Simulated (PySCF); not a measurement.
2-heptanone (C₇H₁₄O), SMILES CCCCCC(C)=O. Geometry optimised at r2SCAN-D4/def2-SVP. Other conformers were not sampled.

Computed equilibrium geometry at r2SCAN-D4/def2-SVP (PySCF confirms it by a frequency run) as a Z-matrix (one conformer of several):
```
C
H 1 1.1038
H 1 1.1046 2 105.13
C 1 1.5206 2 108.83 3 116.65
H 4 1.1075 1 111.55 2 -178.94
H 4 1.1084 5 104.30 1 119.80
C 4 1.5188 5 108.35 6 113.94
O 7 1.2132 4 121.85 5 130.75
C 7 1.5140 8 121.86 4 179.41
H 9 1.0977 7 110.00 8 12.21
H 9 1.1015 10 110.46 7 -123.59
H 9 1.1034 10 108.86 11 -116.89
C 1 1.5252 2 110.23 3 -118.55
H 13 1.1074 1 109.53 2 -64.41
H 13 1.1074 14 105.58 1 117.93
C 13 1.5269 14 109.24 15 117.34
H 16 1.1057 13 109.03 14 65.07
H 16 1.1057 17 105.65 13 -117.05
C 16 1.5241 17 109.79 18 -118.31
H 19 1.1012 16 111.73 17 57.88
H 19 1.1028 20 107.58 16 122.33
H 19 1.1028 20 107.59 21 115.33
```
Charge 0, spin multiplicity 1.
